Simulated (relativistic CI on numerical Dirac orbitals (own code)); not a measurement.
# Bi LXI: sensitivity of the levels to the model

Base calculation: Dirac-Coulomb-Breit CI, separate exchange-only KLI orbitals for each configuration, a model potential for QED, unscaled Slater integrals.

Configurations in the expansion (outside the closed core [Ne]): 3s²3p⁶3d⁵, 3s²3p⁵3d⁶, 3s²3p⁴3d⁷, 3s3p⁶3d⁶, 3p⁶3d⁷, 3s3p⁵3d⁷, 3s²3p⁶3d⁴4s, 3s²3p⁶3d⁴4p, 3s²3p⁴3d⁶4s, 3s²3p⁶3d⁴4d, 3s²3p⁴3d⁶4p, 3s²3p⁵3d⁵4s, 3s²3p⁶3d⁴4f, 3s3p⁵3d⁶4s, 3s²3p⁵3d⁵4p, 3s3p⁵3d⁶4p, 3s²3p⁶3d³4s², 3s3p⁶3d⁵4s, 3s²3p⁶3d³4s4p, 3p⁶3d⁶4p. Levels of other configurations are missing.

The lowest level and the first level of each name with at least 55 % of one term (blank where a level has no safe partner in the second run):

```
            Level  Base (eV)  Shift (eV)
  3s²3p⁶3d⁵ ²D5/2      0.000       0.000
  3s²3p⁶3d⁵ ²D3/2    161.177      -3.365
  3s²3p⁶3d⁵ ⁴G9/2    240.868      +0.108
 3s²3p⁶3d⁵ ²I13/2    244.110      -0.537
  3s²3p⁶3d⁵ ⁴D1/2    247.494      -0.140
  3s²3p⁶3d⁵ ²G7/2    258.622      -1.566
  3s²3p⁶3d⁵ ⁴F5/2    261.393      -1.566
  3s²3p⁶3d⁵ ²P3/2    297.879      -5.146
3s²3p⁵3d⁶ ⁴H°13/2    599.542      +2.990
3s²3p⁵3d⁶ ⁴I°15/2    609.010      +1.834
```

At this charge energies of transitions that change n are usually good to better than 1 %, and those within a shell (Δn = 0) to a few per cent.

(1) One thing was changed in a second run, which moved the levels as shown. Which?
A. only the first configuration
B. QED terms removed
C. configuration mixing switched off
D. valence Slater integrals scaled by 0.9
E. Breit term removed
F. only the first 3 configurations

Results:

(1) D. Valence Slater integrals scaled by 0.9. Scaling acts on the splittings between terms and on the mixing, and leaves the fine structure of pure LS terms nearly alone; in jj coupling it moves the levels of one term differently.

LS names give the leading component of a level, which can be under half, so a name can repeat, a term be missing and a line seem to break the LS rules.
